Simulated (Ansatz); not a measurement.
`[BH2][GaH][F]` + `[NH2][AlH2]` → `B[NH][AlH2]` + `[F][GaH2]` at 400 K and 1 bar (cleavage of the B–Ga bond).

Calculated with Ansatz (gas phase, PBE0-D4/def2-TZVP geometries, no zero-point term in ΔE). CCSD(T)/CBS adds triple-zeta CCSD(T) − MP2 to the extrapolated MP2 energy (def2 sets, frozen cores). This one scheme is used for every species. For Ga outer-core shells are correlated without core-valence functions, which leaves a few kJ/mol of doubt a bond. Scalar relativity is left out up to krypton.

```csv
species,CCSD(T)/CBS energy (Eh),H − E (kJ/mol),S (J/(mol·K))
`[BH2][GaH][F]`,-2050.32373,98.3,325.7
`[NH2][AlH2]`,-299.14566,122.0,272.0
`B[NH][AlH2]`,-324.56557,160.0,314.9
`[F][GaH2]`,-2024.95631,56.3,268.5
```

H − E and S are ideal-gas, rigid-rotor, harmonic terms from PBE0-D4/def2-TZVP. 1 Eh = 2625.50 kJ/mol, R = 8.31446 J/(mol·K).

Question: By hand: ΔE, ΔH, ΔS and ΔG.

Answer: ΔE = (-324.56557) + (-2024.95631) − (-2050.32373) − (-299.14566) = -0.05249 Eh = -137.8 kJ/mol. Δ(H − E) = 160.0 + 56.3 − 98.3 − 122.0 = -4.0, so ΔH = -141.8 kJ/mol. ΔS = 314.9 + 268.5 − 325.7 − 272.0 = -14.3 J/(mol·K). ΔG = -141.8 − 400 × (-14.3)/1000 = -136.1 kJ/mol.

Question: By hand: the equilibrium constant, and the temperature at which ΔG would vanish if ΔH and ΔS stayed fixed.

Answer: log₁₀ K = −ΔG/(RT ln 10) = 17.8. ΔG = 0 at ΔH/ΔS = 9916 K, far beyond where these terms or the molecules hold.

The number of gas molecules stays the same, so ΔS is small and ΔH decides. A doubt of 5 kJ/mol in ΔE shifts log₁₀ K by 0.7 here. These are equilibria of isolated gas molecules and say nothing of rates. Largest T1 diagnostic: 0.014 (customary marks: 0.02 for closed shells, 0.045 for open ones).
